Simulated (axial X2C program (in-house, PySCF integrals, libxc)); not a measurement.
The numbers below are computed, except where a source is named.
**SrS: input and output**

Program: an in-house all-electron X2C program for linear molecules (integrals from PySCF).

Input:
```json
{
 "zs": [
  38,
  16
 ],
 "q": 0,
 "bas": [
  "dyall-cv4z",
  "dyall-av4z"
 ],
 "levels": [
  "PBE0",
  "HF",
  "PBE50",
  "PBE",
  "r2SCAN"
 ],
 "cc": true,
 "r0": 2.51,
 "thr": -2.0,
 "nmax": 180
}
```
```bash
python so2c.py task.json out
```

Keys: zs atomic numbers; q charge; bas basis sets; levels methods; cc coupled cluster on or off; r0 starting distance in Å; thr threshold in hartree for freezing inner shells (an s shell follows its p shell); nmax most natural virtual spinors. HF also brings MP2.

Output of the HF step, with spin–orbit coupling, at R = 2.419 Å for the state Ω = 0. It starts from PBE0 orbitals of this distance.

```
two-component X2C + atomic mean field  HF
basis functions 290  fitting functions 1154  grid points 5082
iter        total energy     max residual
   1      -3574.745370474     3.81e-01
   2      -3574.769685822     3.11e-03
   3      -3574.770541770     2.11e-03
   4      -3574.770809980     1.04e-03
   5      -3574.770881400     2.92e-04
   6      -3574.770904207     1.67e-04
   7      -3574.770911282     7.23e-05
   8      -3574.770912837     2.82e-05
   9      -3574.770913040     7.87e-06
  10      -3574.770913056     2.56e-06
  11      -3574.770913058     1.08e-06
converged
one-electron -5214.55447739  Coulomb 1637.45315558  exact exchange -129.28283564  xc functional 0.00000000  nuclear repulsion 133.00526839  atomic mean-field constant -1.39202400
correlated 16  virtual 432  natural virtual 180  E(MP2) -0.466684608  MP2 remainder -0.012041771
iter   CCSD correlation   residual
   1     -0.463138111   1.68e-01
   2     -0.471375218   1.02e-01
   3     -0.475627356   2.71e-02
   4     -0.475854470   1.21e-02
   5     -0.475789910   5.96e-03
   6     -0.475810569   2.90e-03
   7     -0.475827641   1.21e-03
   8     -0.475829487   4.42e-04
   9     -0.475834339   1.55e-04
  10     -0.475830936   6.03e-05
  11     -0.475830189   1.76e-05
  12     -0.475830009   7.22e-06
  13     -0.475829910   3.16e-06
  14     -0.475829942   1.65e-06
  15     -0.475829937   1.04e-06
(T) -0.024652519  T1 0.0299  D1 0.0719  max T2 0.057
```
Energies are in hartree; totals compare only within one Hamiltonian and basis. T1 in the output is the amplitude norm over the root of the electron number; divide by √2 for the Lee–Taylor value.
